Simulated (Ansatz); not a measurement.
What each rung costs, and what it gives

Saddle point of SiH6Se, closed shell (H₂Se + SiH₄ → SiH₄Se ([SiH3][SeH]) + H₂; bonds formed: Si1–Se7, H2–H6; bonds broken: Si1–H2, H6–Se7), PBE0-D4/def2-TZVP structure:

```xyz
8
angstrom
Si -0.1198 -0.2964 -0.7471
H -0.3659 -1.1643 0.7002
H 1.1861 -0.8519 -1.1518
H -1.2114 -1.2096 -1.2197
H -0.5090 1.0007 -1.3582
H 0.1417 -0.4425 1.0787
Se 1.0723 1.1549 1.1707
H -0.1938 1.8093 1.5271
```

Barriers are electronic and count from the start structure reached by relaxing down the imaginary mode.

Ansatz 0.2.0; basis: as named in each row; cores frozen in the correlated methods. Filled d shells of the heavier atoms are correlated. The def2 sets are not built for correlating such inner shells, so the correlated values are less sure here. B3LYP uses VWN-RPA correlation. Extrapolation: Hartree–Fock as exp(−7.88 √X), correlation as X^−2.97.

Times are rough, for one single point on 2 threads of a shared host (Arm Neoverse V1).

The estimate by CCSD(T) at an estimated basis limit (MP2 extrapolated from triple and quadruple zeta, plus CCSD(T) − MP2 in triple zeta) is 49.56 kcal/mol.

```json
{"method": "HF", "basis": "STO-3G", "time (s)": "under 1", "barrier (kcal/mol)": "110.15", "method less estimate": "60.59"}
{"method": "PBE-D4", "basis": "STO-3G", "time (s)": "under 1", "barrier (kcal/mol)": "69.71", "method less estimate": "20.15"}
{"method": "SPW92", "basis": "def2-SVP", "time (s)": "under 1", "barrier (kcal/mol)": "34.85", "method less estimate": "-14.71"}
{"method": "PBE-D4", "basis": "def2-SVP", "time (s)": "under 1", "barrier (kcal/mol)": "40.99", "method less estimate": "-8.57"}
{"method": "B3LYP-D4", "basis": "6-31G", "time (s)": "under 1", "barrier (kcal/mol)": "60.16", "method less estimate": "10.59"}
{"method": "PBE0-D4", "basis": "def2-SVP", "time (s)": "1", "barrier (kcal/mol)": "46.09", "method less estimate": "-3.47"}
{"method": "SPW92", "basis": "def2-TZVPP", "time (s)": "1", "barrier (kcal/mol)": "33.36", "method less estimate": "-16.20"}
{"method": "PBE-D4", "basis": "def2-TZVPP", "time (s)": "2", "barrier (kcal/mol)": "39.08", "method less estimate": "-10.48"}
{"method": "BLYP-D4", "basis": "def2-TZVPP", "time (s)": "2", "barrier (kcal/mol)": "44.51", "method less estimate": "-5.05"}
{"method": "CCSD(T)", "basis": "def2-SVP", "time (s)": "2", "barrier (kcal/mol)": "58.55", "method less estimate": "8.99"}
{"method": "BHLYP-D4", "basis": "def2-TZVPP", "time (s)": "2", "barrier (kcal/mol)": "53.48", "method less estimate": "3.92"}
{"method": "B3LYP-D4", "basis": "def2-TZVPP", "time (s)": "2", "barrier (kcal/mol)": "47.95", "method less estimate": "-1.61"}
{"method": "PBE0-D4", "basis": "def2-TZVPP", "time (s)": "3", "barrier (kcal/mol)": "43.75", "method less estimate": "-5.81"}
{"method": "CAM-B3LYP-D4", "basis": "def2-TZVPP", "time (s)": "3", "barrier (kcal/mol)": "51.65", "method less estimate": "2.09"}
{"method": "RPA on PBE", "basis": "def2-TZVPP", "time (s)": "4", "barrier (kcal/mol)": "52.64", "method less estimate": "3.08"}
{"method": "r2SCAN-D4", "basis": "def2-TZVPP", "time (s)": "4", "barrier (kcal/mol)": "42.90", "method less estimate": "-6.66"}
{"method": "r2SCAN0-D4", "basis": "def2-TZVPP", "time (s)": "4", "barrier (kcal/mol)": "45.94", "method less estimate": "-3.62"}
{"method": "B2PLYP", "basis": "def2-TZVPP", "time (s)": "5", "barrier (kcal/mol)": "50.37", "method less estimate": "0.81"}
{"method": "PBE-QIDH", "basis": "def2-TZVPP", "time (s)": "5", "barrier (kcal/mol)": "48.15", "method less estimate": "-1.41"}
{"method": "wB97M-V", "basis": "def2-SVP", "time (s)": "6", "barrier (kcal/mol)": "51.84", "method less estimate": "2.28"}
{"method": "wB97X-V", "basis": "def2-TZVPP", "time (s)": "8", "barrier (kcal/mol)": "51.68", "method less estimate": "2.12"}
{"method": "B97M-V", "basis": "def2-TZVPP", "time (s)": "8", "barrier (kcal/mol)": "47.71", "method less estimate": "-1.85"}
{"method": "wB97M-V", "basis": "def2-TZVPP", "time (s)": "9", "barrier (kcal/mol)": "50.01", "method less estimate": "0.45"}
{"method": "MP2", "basis": "def2-QZVPP", "time (s)": "16", "barrier (kcal/mol)": "48.50", "method less estimate": "-1.06"}
{"method": "CCSD(T)", "basis": "def2-TZVPP", "time (s)": "39", "barrier (kcal/mol)": "52.01", "method less estimate": "2.45"}
```

All methods are single points on the PBE0-D4 structures.

No T1 diagnostic of these runs exceeds 0.012.

Labels in which every atom is bracketed show which atoms are joined, not bond orders.
